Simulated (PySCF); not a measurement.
## Calculated data, BGeH5N, BClGeHO, BClGeHN

Computed with PySCF 2.14.0. Calculation on a computer-drawn molecule: optimised geometry and harmonic frequencies of an isolated molecule of the commonest isotopes, restricted reference for singlets and unrestricted otherwise, frozen core in MP2; on germanium a core potential holds 10 electrons, which the energies leave out, and 3d is frozen in MP2 and coupled-cluster steps.

Common to all runs: charge 0; basis and core potential on germanium cc-pVDZ-PP ECP10MDF.

(1) BGeH5N

Start structure:
```xyz
8
BGeH5N
B     -0.0755    -0.9534    -2.7135
Ge    -0.7323     0.0864    -1.2678
N     -0.4145     1.9679    -1.5444
H      0.7171    -0.9674    -3.5078
H     -2.2575     0.1841    -1.0094
H     -0.2317    -0.3190     0.0705
H     -0.7873     2.5405    -0.7896
H      0.5027     2.2136    -1.7107
```

- multiplicity: 2
- method: HF
- basis: cc-pVDZ
- rotational constants: 14.29, 6.281, 4.664 GHz
- total energy: -375.3415 hartree
- spin squared: 0.7569
- convergence status largest gradient component: 3.883e-05 hartree/bohr

Drawn bonds:
```tsv
atom	other atom	order
1	2	1
2	3	1
1	4	1
2	5	1
2	6	1
3	7	1
3	8	1
```

Optimised structure:
```xyz
8
BGeH5N
B     -0.1177    -1.0173    -2.7366
Ge    -0.7966     0.1905    -1.2014
N     -0.4292     1.9728    -1.5411
H      0.7592    -0.9325    -3.5445
H     -2.3172     0.1023    -1.0427
H     -0.1537    -0.3335     0.1020
H     -0.7723     2.6016    -0.8340
H      0.5486     2.1687    -1.6744
```

Modes:
```tsv
frequency (cm⁻¹)	reduced mass (dalton)
173.8	2.633
196	1.156
241.9	1.142
472	1.194
597.1	3.325
611.7	1.369
630.9	1.567
693.3	2.8
767.3	1.154
834.3	1.093
953.4	1.033
998.7	1.131
1700	1.095
2154	1.021
2227	1.018
2763	1.095
3724	1.051
3814	1.094
```

(2) BClGeHO

Start structure:
```xyz
5
BClGeHO
B     -2.1011     0.9338     3.0155
Ge    -1.4068     0.7486     1.1582
O     -2.3722     0.8174    -0.1286
Cl     0.5761     0.3072     0.8629
H     -2.3145     1.6917     3.8746
```

* multiplicity: 2
* method: HF
* basis: cc-pV(D+d)Z
* rotational constants: 6.268, 3.241, 2.147 GHz
* total energy: -852.9365 hartree
* spin squared: 0.7709
* convergence status largest gradient component: 4.936e-06 hartree/bohr

Drawn bonds:
```tsv
atom	other atom	order
1	2	1
2	3	2
2	4	1
1	5	1
```

Optimised structure:
```xyz
5
BClGeHO
B     -2.0726     0.8613     3.0377
Ge    -1.5567     0.7637     1.0772
O     -2.4110     0.8038    -0.2902
Cl     0.5611     0.3679     1.0852
H     -2.1393     1.7020     3.8726
```

Modes:
```tsv
frequency (cm⁻¹)	reduced mass (dalton)
135.7	4.15
196.3	7.156
232.4	16.89
425.8	7.532
437.2	1.49
532.3	1.621
627.9	3.179
1047	18.52
2841	1.097
```

(3) BClGeHN

Start structure:
```xyz
5
BClGeHN
B      0.7855    -0.3692     3.3770
Ge     1.2618     0.3273     1.5977
N      2.6874    -0.2357     0.9039
Cl    -0.1550     1.7149     0.5830
H      3.0142     0.0665    -0.0007
```

- multiplicity: 1
- method: HF
- basis: cc-pV(D+d)Z
- rotational constants: 6.358, 3.091, 2.08 GHz
- total energy: -832.4537 hartree
- convergence status largest gradient component: 1.633e-05 hartree/bohr

Drawn bonds:
```tsv
atom	other atom	order
1	2	1
2	3	2
2	4	1
3	5	1
```

Optimised structure:
```xyz
5
BClGeHN
B      0.5918    -0.3242     3.5321
Ge     1.3442     0.2750     1.5427
N      2.7712    -0.2325     0.8323
Cl    -0.0903     1.6528     0.6407
H      2.9770     0.1328    -0.0870
```

Modes:
```tsv
frequency (cm⁻¹)	reduced mass (dalton)
95.46	13.41
134.3	10.78
201.5	5.662
394.6	30.65
506	12.92
660.5	1.137
875.4	1.415
999.4	4.069
3748	1.077
```

(4) BClGeHN

Start structure:
```xyz
5
BClGeHN
B      0.5918    -0.3242     3.5321
Ge     1.3442     0.2750     1.5427
N      2.7712    -0.2325     0.8323
Cl    -0.0903     1.6528     0.6407
H      2.9770     0.1328    -0.0870
```

* multiplicity: 1
* method: MP2
* basis: cc-pV(D+d)Z
* rotational constants: 6.518, 2.914, 2.014 GHz
* total energy: -832.9078 hartree
* convergence status largest gradient component: 5.49e-06 hartree/bohr

Drawn bonds:
```tsv
atom	other atom	order
1	2	1
2	3	2
2	4	1
3	5	1
```

Optimised structure:
```xyz
5
BClGeHN
B      0.6556    -0.3686     3.5407
Ge     1.2928     0.3136     1.5306
N      2.7915    -0.2651     0.8695
Cl    -0.1309     1.7035     0.5934
H      2.9849     0.1206    -0.0734
```

Modes:
```tsv
frequency (cm⁻¹)	reduced mass (dalton)
54.78	12.84
101.5	10.46
171.2	5.862
379.8	28.88
487.8	13.36
624.3	1.145
786.7	2.414
858.1	1.849
3442	1.076
```
